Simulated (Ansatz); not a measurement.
Reaction (cleavage of the Si–Si bond): `O[SiH2][SiH2][SiH2]Cl` + H₂S → `O[SiH2][SiH2]S` + `[SiH3]Cl`

Computed with Ansatz on PBE0-D4/def2-TZVP structures; ΔE is electronic, products minus reactants. CCSD(T)/CBS is the MP2 limit (def2-TZVPP, def2-QZVPP) plus CCSD(T) − MP2 in def2-TZVPP, frozen cores. This one scheme is used for every species. DFT in def2-TZVPP. B3LYP here is the variant with VWN-RPA as its local correlation; programs differ in this. One conformer a species, not always the lowest.

Problem. Is it downhill or uphill in electronic energy at CCSD(T)/CBS, and by how much? (An estimate is asked.)

Solution. Ansatz gave: Downhill: ΔE = -52.7 kJ/mol.

Problem. What do these levels give: PBE0-D4, r2SCAN, B3LYP, HF/def2-TZVPP, HF/def2-QZVPP, MP2/CBS(def2)? (Estimate.)

Solution. Computed: PBE0-D4 -46.4, r2SCAN -51.4, B3LYP -52.0, HF/def2-TZVPP -61.3, HF/def2-QZVPP -61.3, MP2/CBS(def2) -61.4 kJ/mol.

Largest T1 diagnostic among the species: 0.012.

From PBE to PBE0 (25 % exact exchange), in def2-TZVPP and without D4, ΔE moves by −3.3 kJ/mol.
